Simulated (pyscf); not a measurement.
## H₃C–CH₂–MgH (SMILES C[CH2][MgH]), singlet

Gas-phase minimum from PySCF at ωB97X-D3(BJ)/def2-SVP, one conformer. 

```
C
H 1 1.1074
H 1 1.1074 2 104.40
C 1 1.5400 2 109.20 3 -116.69
H 4 1.1043 1 112.02 2 -63.18
H 4 1.1043 5 106.52 1 122.84
H 4 1.1054 5 106.50 6 113.38
Mg 1 2.1050 2 108.87 3 116.10
H 8 1.7050 3 156.96 1 179.90
```
Charge 0, spin multiplicity 1.

Properties at ωB97X-D3(BJ)/def2-SVP:

```json
{
  "harmonic_wavenumbers_unscaled": "157, 195, 339, 371, 521, 555, 915, 950, 1033, 1195, 1253, 1404, 1442, 1481, 1496, 1620, 3030, 3037, 3078, 3105, 3119 cm⁻¹",
  "zero_point_energy": "43.3 kcal/mol",
  "rotational_symmetry_number": "1",
  "Entropy of this conformer at 298 K and 1 atm, rigid rotor and harmonic oscillator, modes under 100 cm⁻¹ raised to 100": "294.6 J/(mol K)",
  "dipole_moment": "0.47 D"
}
```

Single-point totals, which compare only within one level (frozen core for MP2 and CC):

```csv
level,total energy (hartree)
ωB97X-D3(BJ)/def2-TZVP,-279.96704
PBE/def2-TZVP,-279.64607
r²SCAN/def2-TZVP,-279.80863
B3LYP-D3(BJ)/def2-TZVP,-279.93260
PBE0-D3(BJ)/def2-TZVP,-279.68584
M06-2X/def2-TZVP,-279.82124
ωB97M-D3(BJ)/def2-TZVP,-279.95158
HF/def2-TZVPP,-278.82600
MP2/def2-TZVPP,-279.39606
CCSD/def2-TZVPP,-279.43602
CCSD(T)/def2-TZVPP,-279.45355
```

Soft torsions are taken as harmonic, which can shift the entropy by several J/(mol K). The CCSD(T) − MP2 part came from Ansatz, without density fitting, on the same reference. The frozen core leaves the outer d or s,p core shells of the metals and heavy elements correlated in the MP2 and CC values, and def2-TZVPP describes them poorly, so these totals are far from the basis limit.
